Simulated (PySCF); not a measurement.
Highest harmonic wavenumber (cm⁻¹) of eight silicon and germanium compounds: PBE-D3(BJ) beside B3LYP-D3(BJ), computed with PySCF for isolated molecules in the bases named; differences from unrounded values. The eight are the first of their class met in an unordered collection, after screening for sound electronic states; none was chosen by its value. Each level has its own optimised geometry.

```tsv
molecule	basis	B3LYP-D3(BJ)	PBE-D3(BJ)	difference
CH₁₀ClNSi₃, SMILES C[Si@](N)(Cl)[SiH2][SiH3]	def2-SVP	3638	3563	-76
C2H4BrFSi, SMILES C=C[SiH](F)Br	def2-SVP	3219	3156	-63
CH7BO2Si, SMILES OB(O)C[SiH3]	def2-SVP	3892	3786	-107
C₃H₉NSi, SMILES NC/C=C/[SiH3]	def2-SVP	3557	3475	-82
Si(H)(OH)2(SMe) (CH6O2SSi), SMILES CS[SiH](O)O	def2-SVP	3873	3764	-109
Si(All)(F)2(H) (C3H6F2Si), SMILES C=CC[SiH](F)F	def2-SVP	3232	3172	-59
B(Me)(OMe)(SiH3) (C2H9BOSi), SMILES [SiH3]B(OC)C	def2-SVP	3118	3071	-47
C2H4F2OSi, SMILES C1(OC[SiH2]1)(F)F	def2-SVP	3114	3046	-68
```

PBE-D3(BJ) lies below B3LYP-D3(BJ) in 8 and above it in 0 of the eight; the mean signed difference is -76 and the largest -109 cm⁻¹.
